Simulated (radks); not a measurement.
Results of a calculation; reference values are marked as such.
Tc+, 42 electrons, occupied as [Kr] 4d4.5 5s1 5p0.5 (fractional occupations, a model configuration).

Code: a radial shooting solver on a logarithmic mesh with Libxc functionals. Model: Dirac Kohn-Sham, PBEsol, spin-unpolarised, spherical densities, finite nucleus; open shells are shared between the two j in proportion to 2j + 1; Fermi nuclear charge, rms radius 4.4112 fm.

Energy parts (hartree):
total: -4283.51068
kinetic: 4449.06892
electron-nucleus: -10338.07850
Hartree: 1731.36402
exchange-correlation: -125.86513

Orbitals (lengths in bohr, moments of r in powers of bohr; <r^-3> diverges for s and p1/2; r(max) is where P^2 peaks):
[
 {"orbital": "1s1/2", "occ.": "2", "eigenvalue (hartree)": "-766.4088", "r(max)": "0.02229", "<1/r>": "44.69", "<r^-3>": "-"},
 {"orbital": "2s1/2", "occ.": "2", "eigenvalue (hartree)": "-109.6552", "r(max)": "0.1263", "<1/r>": "10.20", "<r^-3>": "-"},
 {"orbital": "2p1/2", "occ.": "2", "eigenvalue (hartree)": "-101.1648", "r(max)": "0.09816", "<1/r>": "10.18", "<r^-3>": "-"},
 {"orbital": "2p3/2", "occ.": "4", "eigenvalue (hartree)": "-96.82329", "r(max)": "0.1021", "<1/r>": "9.665", "<r^-3>": "2592"},
 {"orbital": "3s1/2", "occ.": "2", "eigenvalue (hartree)": "-19.40394", "r(max)": "0.3727", "<1/r>": "3.505", "<r^-3>": "-"},
 {"orbital": "3p1/2", "occ.": "2", "eigenvalue (hartree)": "-16.14125", "r(max)": "0.3596", "<1/r>": "3.407", "<r^-3>": "-"},
 {"orbital": "3p3/2", "occ.": "4", "eigenvalue (hartree)": "-15.41496", "r(max)": "0.3690", "<1/r>": "3.283", "<r^-3>": "439.6"},
 {"orbital": "3d3/2", "occ.": "4", "eigenvalue (hartree)": "-9.63766", "r(max)": "0.3097", "<1/r>": "3.101", "<r^-3>": "64.95"},
 {"orbital": "3d5/2", "occ.": "6", "eigenvalue (hartree)": "-9.49798", "r(max)": "0.3124", "<1/r>": "3.069", "<r^-3>": "61.77"},
 {"orbital": "4s1/2", "occ.": "2", "eigenvalue (hartree)": "-3.06449", "r(max)": "0.9483", "<1/r>": "1.301", "<r^-3>": "-"},
 {"orbital": "4p1/2", "occ.": "2", "eigenvalue (hartree)": "-2.10760", "r(max)": "1.005", "<1/r>": "1.182", "<r^-3>": "-"},
 {"orbital": "4p3/2", "occ.": "4", "eigenvalue (hartree)": "-1.99787", "r(max)": "1.029", "<1/r>": "1.145", "<r^-3>": "66.50"},
 {"orbital": "4d3/2", "occ.": "1.8", "eigenvalue (hartree)": "-0.59859", "r(max)": "1.251", "<1/r>": "0.8285", "<r^-3>": "5.481"},
 {"orbital": "4d5/2", "occ.": "2.7", "eigenvalue (hartree)": "-0.58714", "r(max)": "1.262", "<1/r>": "0.8194", "<r^-3>": "5.169"},
 {"orbital": "5s1/2", "occ.": "1", "eigenvalue (hartree)": "-0.45772", "r(max)": "2.570", "<1/r>": "0.4361", "<r^-3>": "-"},
 {"orbital": "5p1/2", "occ.": "0.166667", "eigenvalue (hartree)": "-0.28662", "r(max)": "3.100", "<1/r>": "0.3514", "<r^-3>": "-"},
 {"orbital": "5p3/2", "occ.": "0.333333", "eigenvalue (hartree)": "-0.27714", "r(max)": "3.179", "<1/r>": "0.3423", "<r^-3>": "5.766"}
]

The highest occupied level is 5p3/2 at -7.541 eV. The density falls to 0.001 e/bohr^3 at r = 4.44 bohr. The electron density at the nucleus is 1e+05 e/bohr^3. Summed over all electrons, <r^2> = 47.42 bohr^2, which gives a Langevin (diamagnetic) susceptibility term of -37.6 x 10^-6 cm^3/mol.

Run on one thread of a shared host, so times are rough (Arm Neoverse V2): 0.12 s of CPU time, 0.12 s wall, 15 iterations on 2314 mesh points.
